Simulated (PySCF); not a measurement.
**Working with the constants of InGe⁺**

UHF-CCSD(T) constants of InGe⁺, ³Π (triplet), unpaired electrons σ ↑, π ↑ (PySCF, scalar-relativistic core potentials, basis sets In cc-pVDZ-PP with ECP28, Ge cc-pVDZ-PP with ECP10; masses 114.9039 and 73.9212 u):

```
ωe              : 88.4 cm⁻¹
ωexe            : 0.439 cm⁻¹
Be              : 0.036891 cm⁻¹
αe              : 0.000244 cm⁻¹
D (centrifugal) : 2.57e-08 cm⁻¹
De to In⁺ + Ge  : 0.59 eV
```

Problem. Give the vibrational terms G(v) and spacings up to v = 6.

Solution. G(v) = ωe(v+½) − ωexe(v+½)².

```json
{"v": "0", "G(v) (cm⁻¹)": "44.1", "G(v) − G(v−1)": "", "Bv (cm⁻¹)": "0.03677"}
{"v": "1", "G(v) (cm⁻¹)": "131.6", "G(v) − G(v−1)": "87.5", "Bv (cm⁻¹)": "0.03653"}
{"v": "2", "G(v) (cm⁻¹)": "218.3", "G(v) − G(v−1)": "86.6", "Bv (cm⁻¹)": "0.03628"}
{"v": "3", "G(v) (cm⁻¹)": "304.0", "G(v) − G(v−1)": "85.8", "Bv (cm⁻¹)": "0.03604"}
{"v": "4", "G(v) (cm⁻¹)": "388.9", "G(v) − G(v−1)": "84.9", "Bv (cm⁻¹)": "0.03579"}
{"v": "5", "G(v) (cm⁻¹)": "472.9", "G(v) − G(v−1)": "84.0", "Bv (cm⁻¹)": "0.03555"}
{"v": "6", "G(v) (cm⁻¹)": "556.1", "G(v) − G(v−1)": "83.1", "Bv (cm⁻¹)": "0.03531"}
```

Problem. How well does the Morse estimate ωe²/(4ωexe) reproduce De, and what is D0?

Solution. It gives 0.55 eV, 94 % of the computed De. D0 = De − G(0) = 0.59 − 0.01 = 0.58 eV.

Correlated steps freeze 8 core orbitals. Correlated levels converge slowly with the basis: in double zeta they bind strong bonds too weakly, by up to about 1 eV, and carry superposition errors of some tenths. Spin–orbit coupling is left out, which matters for elements this heavy, above all for dissociation energies. For an ion De counts to the pair picked by the measured ionisation energies or electron affinities, which need not be the lowest pair at this level. The state is the lowest determinant that a PBE0 search found; another state may lie lower at other levels.
